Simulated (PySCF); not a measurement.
Compound: C₅H₁₁O₂Si (doublet state).
Atom-mapped SMILES: `[CH3:1][CH:2][O:3][SiH2:4][O:5][CH:6]1[CH2:7][CH2:8]1` (hydrogens: H9, H10, H11 on C1; H12 on C2; H13, H14 on Si4; H15 on C6; H16, H17 on C7; H18, H19 on C8)

Cartesian coordinates in Å at the GFN2-xTB level; atoms count from 1:
```
atom  x, y, z in Å
C1    -3.6888   -0.0861   -0.0071
C2    -2.6802   -0.1803    1.0664
O3    -1.3708   -0.2844    0.7972
Si4   -0.4892   -0.2902   -0.5712
O5     1.0216   -0.6647   -0.1587
C6     1.9428   -0.0185    0.6413
C7     2.8790    0.9704    0.0169
C8     3.3843   -0.3731    0.4640
H9    -3.6046   -0.9349   -0.6917
H10   -4.6886   -0.0657    0.4151
H11   -3.5413    0.8156   -0.6114
H12   -2.9252   -0.1341    2.1116
H13   -0.6068    1.0208   -1.2180
H14   -0.7871   -1.4110   -1.4516
H15    1.5758    0.1873    1.6415
H16    3.1561    1.8452    0.5842
H17    2.7803    1.1379   -1.0440
H18    4.0139   -0.4277    1.3384
H19    3.6187   -1.0972   -0.3000
```

The hyperfine couplings belong to this conformer and change with its torsions.

Level of theory: PySCF 2.14.0, UKS B3LYP, pcH-1 on C H O Si, non-relativistic, mean-field spin-orbit, GIAO. The structure is a single GFN2-xTB conformer in the gas phase; no vibrational or solvent corrections. GFN2-xTB frequencies show an imaginary mode (145i cm⁻¹), so this geometry is no minimum at that level. Couplings are sensitive to structure, and on GFN2-xTB geometries they can be far from those on DFT ones. No stability test was run, so a lower SCF solution isn't excluded.

Q: Match the computed a_iso(13C) values +90.7, -34.8 MHz with the sites C1; C2.

A: 
```csv
site,a_iso (MHz),ρ(0) (bohr⁻³),position,distance from C2 (Å),spin population,largest |T| (MHz)
C1,-34.8,-0.0310,1 bond from C2,1.48,-0.08,2.2
C2,+90.7,+0.0807,largest spin population,0.00,+0.93,162.7
```

ρ(0) is the spin density at the nucleus and T the dipolar tensor; a_iso includes a spin–orbit part; entries for several nuclei are means. Largest spin populations (Mulliken): C2 (+0.93), C1 (-0.08) and O3 (+0.08). C2 is the only atom above +0.15. The angles at C2 add up to 360.0°, so it is planar; its axial dipolar tensor and the negative coupling of its proton fit spin in a p orbital normal to that plane.

β density exceeds α density at some nuclei, such as C1 (-0.0310), H12 (-0.0152) and Si4 (-0.0049), spin density in bohr⁻³. In a single determinant that takes different orbitals for the two spins, that is spin polarisation.

Nuclei that the bonding pattern makes equivalent are averaged, as if the motion that swaps them (rotation, inversion, ring flip) were fast. The three 1H nuclei of mean +74.2 MHz run from 2.8 to 119.1 MHz in the frozen geometry.
